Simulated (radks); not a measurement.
Polarisability of the barium ion Ba2+, [Xe], at imaginary frequency. All-electron calculation, scalar-relativistic Kohn-Sham, LDA (Slater exchange, VWN5 correlation), spin-polarised, spherical densities, finite nucleus; Fermi nuclear charge, rms radius 4.8378 fm. Program: a radial shooting solver on a logarithmic mesh with Libxc functionals. Response by self-consistent Sternheimer equations with the Hartree and adiabatic LDA kernel, the relativistic mass of each level held fixed and spin-orbit coupling left out.

w (hartree)  alpha1(iw) (bohr^3)  alpha2(iw) (bohr^5)
0.00266                    10.71                47.34
0.0143                     10.71                47.33
0.0360                     10.69                47.28
0.0697                     10.64                47.10
0.118                      10.50                46.66
0.186                      10.21                45.70
0.280                      9.655                43.81
0.413                      8.678                40.38
0.605                      7.194                34.84
0.892                      5.321                27.13
1.35                       3.435                18.27
2.12                       1.933                10.16
3.59                      0.9387                4.450
6.94                      0.3520                1.422
17.5                     0.07785               0.2582

Static values: alpha1 = 10.71 bohr^3 (1.587 angstrom^3; uncoupled 18.16), alpha2 = 47.34 bohr^5, alpha3 = 398.9 bohr^7. C6 = 78.75, C8 = 1864, triple-dipole C9 = 608.4 atomic units. One-pole (London) frequency 4 C6 / (3 alpha1^2) = 0.916 hartree, against 1.142 for minus the highest occupied eigenvalue.
